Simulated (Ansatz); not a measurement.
Reaction (cleavage of the Si–Al bond): `[SiH3][Al]1[O][SiH2]1` + NH₃ → `N[SiH3]` + `[O]1[AlH][SiH2]1`

Calculated with Ansatz (gas phase, PBE0-D4/def2-TZVP geometries, no zero-point term in ΔE). CCSD(T)/CBS adds triple-zeta CCSD(T) − MP2 to the extrapolated MP2 energy (def2 sets, frozen cores). This one scheme is used for every species.

| species | CCSD(T)/CBS(def2) energy (Eh) |
| --- | --- |
| `[SiH3][Al]1[O][SiH2]1` | -898.37338 |
| NH₃ | -56.50880 |
| `N[SiH3]` | -346.80422 |
| `[O]1[AlH][SiH2]1` | -608.08762 |

Question: Work out ΔE.

Answer: ΔE = (-346.80422) + (-608.08762) − (-898.37338) − (-56.50880) = -0.00966 Eh = -0.26 eV.

Largest T1 diagnostic among the species: 0.016.

From r2SCAN to r2SCAN0 (25 % exact exchange), in def2-TZVPP and without D4, ΔE moves by −0.04 eV. Leaving LDA and LC-ωPBE aside and taking each functional with its dispersion term where it has one, the values, not all of them listed here, spread over 0.28 eV, from CAM-B3LYP-D4 to PBE-D4. LDA lies −0.06 eV from PBE without D4.
